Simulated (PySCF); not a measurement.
**A thermochemical cycle for HgF**

CCSD(T) in PySCF with def2-SVP on every atom (core potentials on Hg), for the lowest determinant that a PBE0 search found; no spin–orbit coupling. HgF, a doublet (σ ↑), has De = 0.78 eV to neutral atoms, and HgF⁺, a singlet (closed shell), has De = 1.25 eV to Hg⁺ + F.

The adiabatic ionisation energy of HgF, between the minima, is 9.53 eV.

Problem. Which ionisation energy of the Hg atom does this level give?

Solution. IE(Hg) = IE(molecule) + De(ion) − De(neutral) = 9.53 + 1.25 − 0.78 = 10.00 eV; the measured value is 10.438 eV (NIST ASD).

Correlated steps freeze 1 core orbital. Correlated levels converge slowly with the basis: in double zeta they bind strong bonds too weakly, by up to about 1 eV, and carry superposition errors of some tenths. Spin–orbit coupling is left out, which matters for elements this heavy, above all for dissociation energies. For an ion De counts to the pair picked by the measured ionisation energies or electron affinities, which need not be the lowest pair at this level. Where the molecule has an RHF reference, its open-shell atoms are computed with UHF. The CCSD T1 diagnostic is raised in HgF⁺, a sign that a single reference may not be enough there. States were picked by a PBE0 search and need not be the measured ground states.
